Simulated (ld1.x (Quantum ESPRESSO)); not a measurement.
## What the settings do to the TM potential of aluminium (Al)

Base potential:

* Element: aluminium (Al)
* Generator: ld1.x (Quantum ESPRESSO) 7.5
* Type: norm-conserving Troullier–Martins (Kleinman–Bylander form)
* Functional: PBE
* Relativity: scalar-relativistic
* Frozen core: [Ne]
* Valence charge: 3
* Reference configuration: 3s2 3p1
* Partial waves: 3p (bound): rc 1.80 bohr; 3s (bound): rc 1.95 bohr
* Local potential: the s channel
* Core correction: none

All-electron outer shells of the reference configuration (PBE, scalar-relativistic, ld1.x):

| shell | level (eV) | outermost node (bohr) | outermost maximum (bohr) |
| --- | --- | --- | --- |
| 2s | -108.17 | 0.16 | 0.50 |
| 2p | -69.64 | – | 0.43 |
| 3s | -7.75 | 0.80 | 2.09 |
| 3p | -2.71 | 0.82 | 2.64 |

Cutoffs, loose and tight: the cutoffs (Ry, on a coarse ladder) from which the occupation-weighted sum of valence levels, in a spherical-Bessel basis at the reference potential, stays within 10 and 1 mRy of its value at 400 Ry. They do not see the model core or the augmentation charge, which bear on the density cutoff. Test errors are all-electron minus pseudo excitation energies from the reference, over the configurations 3s2 3p0; 3s1 3p0; 3s2 3p0.5; 3s0 3p3; 3s1 3p2; 3s1 3p1; 3s2 3p1.3. A dash means not determined; rows that change the core or the reference have their own tests.

| change | outcome | cutoff, loose | cutoff, tight | bound ghosts | largest test error (meV) |
| --- | --- | --- | --- | --- | --- |
| base | generated | 10 Ry | 30 Ry | none | +40 |
| core correction a·sin(br)/r model core inside 0.84 bohr | generated | 10 Ry | 30 Ry | none | +8.6 |
| core correction a·sin(br)/r model core inside 1.28 bohr | generated | 10 Ry | 30 Ry | none | +17 |
| core correction a·sin(br)/r model core inside 1.84 bohr | generated | 10 Ry | 30 Ry | none | +14 |
| core correction a·sin(br)/r model core inside 2.02 bohr | generated | 10 Ry | 30 Ry | none | +26 |

What comes out with this change to the base: core correction a·sin(br)/r model core inside 1.54 bohr?

outcome: generated; cutoff, loose: 10 Ry; cutoff, tight: 30 Ry; bound ghosts: none; largest test error (meV): +30.
